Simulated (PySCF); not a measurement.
## Vibration and rotation of WCl⁻

ROHF constants of WCl⁻, ⁵Σ⁺ (quintet), unpaired electrons π ↑↑, δ ↑↑ (W def2-TZVPPD with ECP60, Cl def2-TZVPPD; scalar-relativistic core potentials (PySCF 2.14); masses 183.9509 and 34.9689 u):

| Item | Value |
| --- | --- |
| ωe | 247.1 cm⁻¹ |
| ωexe | 1.5 cm⁻¹ |
| Be | 0.0917 cm⁻¹ |
| αe | 0.000612 cm⁻¹ |
| D (centrifugal) | 5.05e-08 cm⁻¹ |

(1) Give the vibrational terms G(v) and spacings up to v = 6.

De is left out where the level can put another filling of the metal’s s and d shells below the measured ground configuration, by anything from nothing to about 1 eV. These are scalar-relativistic numbers at best; spin–orbit coupling would shift them, the dissociation energy most. UHF is strongly spin-contaminated for WCl⁻, so the ROHF reference used there is far from stable. Hartree–Fock leaves out correlation, which carries a large part of most bond energies and some tenths to 1 eV of ionisation energies. With d or f electrons several states lie close, and the lowest PBE0 determinant need not be the measured ground state.

## Answers

(1) G(v) = ωe(v+½) − ωexe(v+½)².

```json
{"v": "0", "G(v) (cm⁻¹)": "123.2", "G(v) − G(v−1)": "", "Bv (cm⁻¹)": "0.09139"}
{"v": "1", "G(v) (cm⁻¹)": "367.3", "G(v) − G(v−1)": "244.1", "Bv (cm⁻¹)": "0.09078"}
{"v": "2", "G(v) (cm⁻¹)": "608.4", "G(v) − G(v−1)": "241.1", "Bv (cm⁻¹)": "0.09017"}
{"v": "3", "G(v) (cm⁻¹)": "846.5", "G(v) − G(v−1)": "238.1", "Bv (cm⁻¹)": "0.08956"}
{"v": "4", "G(v) (cm⁻¹)": "1081.6", "G(v) − G(v−1)": "235.1", "Bv (cm⁻¹)": "0.08895"}
{"v": "5", "G(v) (cm⁻¹)": "1313.7", "G(v) − G(v−1)": "232.1", "Bv (cm⁻¹)": "0.08833"}
{"v": "6", "G(v) (cm⁻¹)": "1542.8", "G(v) − G(v−1)": "229.1", "Bv (cm⁻¹)": "0.08772"}
```
